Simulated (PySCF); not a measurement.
Compound: C6H12OSi2.
SMILES with atom numbers: `[CH3:1][C:2]#[C:3][SiH2:4][O:5][SiH2:6][CH:7]1[CH2:8][CH2:9]1` (hydrogens: H10, H11, H12 on C1; H13, H14 on Si4; H15, H16 on Si6; H17 on C7; H18, H19 on C8; H20, H21 on C9)

Computed geometry: GFN2-xTB, gas phase.

Task: List the bond lengths, angles and torsions at this level.

Result: 
```tsv
bond	length (Å)	order
C1–C2	1.446	single
C2≡C3	1.205	triple
C3–Si4	1.848	single
Si4–O5	1.626	single
O5–Si6	1.618	single
Si6–C7	1.881	single
C7–C8, C7–C9	1.504	single
C8–C9	1.491	single
C1–H10, C1–H11, C1–H12	1.090	single
Si4–H13, Si4–H14	1.464	single
Si6–H15, Si6–H16	1.465	single
C7–H17	1.085	single
C8–H18, C9–H20	1.080	single
C8–H19, C9–H21	1.080	single
```

Bonds in one row agree within 0.01 Å and their mean is given. Orders are formal, as drawn. A selection of angles:
```tsv
angle	degrees
C2–C1–H10	110.0
H10–C1–H11	109.0
C1–C2–C3	179.9
C2–C3–Si4	179.0
C3–Si4–O5	109.8
C3–Si4–H13	110.5
C3–Si4–H14	110.1
O5–Si4–H13	105.2
H13–Si4–H14	114.8
Si4–O5–Si6	157.4
O5–Si6–C7	109.6
O5–Si6–H15	104.9
O5–Si6–H16	106.7
C7–Si6–H15	112.0
H15–Si6–H16	112.4
Si6–C7–C8	121.0
Si6–C7–C9	120.0
Si6–C7–H17	115.0
C8–C7–C9	59.4
C8–C7–H17	114.9
C7–C8–C9	60.2
C7–C8–H18	118.3
C7–C8–H19	118.4
C9–C8–H18	118.2
C9–C8–H19	118.4
H18–C8–H19	113.5
C8–C9–H21	118.5
C7–C9–H21	118.6
```

Torsions: C3–Si4–O5–Si6 11° (synperiplanar); Si4–O5–Si6–C7 24° (synperiplanar); O5–Si6–C7–C8 115° (anticlinal); Si6–C7–C8–C9 109° (anticlinal); Si6–C7–C9–C8 -110° (anticlinal). The mirror-image conformer, all signs reversed, is as good.

The 2 C–Si bonds span 1.848 Å (C3–Si4, drawn single) to 1.881 Å (Si6–C7, drawn single), a spread of 0.033 Å. The C–C distances run from 1.205 Å (C2≡C3, drawn triple) to 1.505 Å (C7–C8, drawn single), a spread of 0.300 Å. Si4 (oxygen-bound silicon) is distorted tetrahedral (angles from 105.2° to 114.8°). The 3-membered ring C7–C8–C9 has internal angles of 59.4° to 60.4°. Si6 (oxygen-bound silicon) is distorted tetrahedral (angles from 104.9° to 112.4°).

Point group: C1 (no symmetry element, even within 0.4 Å). GFN2-xTB frequencies: not computed here. The numbers are those of one conformer.
